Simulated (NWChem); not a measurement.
A series in which one site is exchanged, each optimised at PBE0/def2-SVP with NWChem, gas phase unless a solvent is named. This build's default masses of Se (78.918 u) and Br (79.917 u) are each other's, which moves their modes by up to 0.6 %. Shieldings are non-relativistic GIAO values without spin-orbit effects.

A: [CH3][GeH2][Cl] (CH5ClGe; site = Cl)
B: [GeH3][CH3] (CH6Ge; site = H)
C: [CH3][GeH2][F] (CH$_{5}$FGe; site = F)
D: [CH3][GeH2][Br] (CH5BrGe; site = Br)

```json
[
 {"quantity": "dipole (D), PBE0/def2-SVP", "A": "2.43", "B": "0.73", "C": "2.44", "D": "2.44"},
 {"quantity": "lowest singlet excitation, PBE0/def2-SVPD, TDA (eV)", "A": "6.92", "B": "8.16", "C": "7.80", "D": "?"},
 {"quantity": "13C shift against tetramethylsilane, PBE/pcSseg-1 (ppm)", "A": "3.3", "B": "-8.4", "C": "1.0", "D": "?"}
]
```

Problem. What belongs in the gaps?

Solution. 
- lowest singlet excitation, PBE0/def2-SVPD, TDA (eV), D: 6.19
- 13C shift against tetramethylsilane, PBE/pcSseg-1 (ppm), D: 4.4
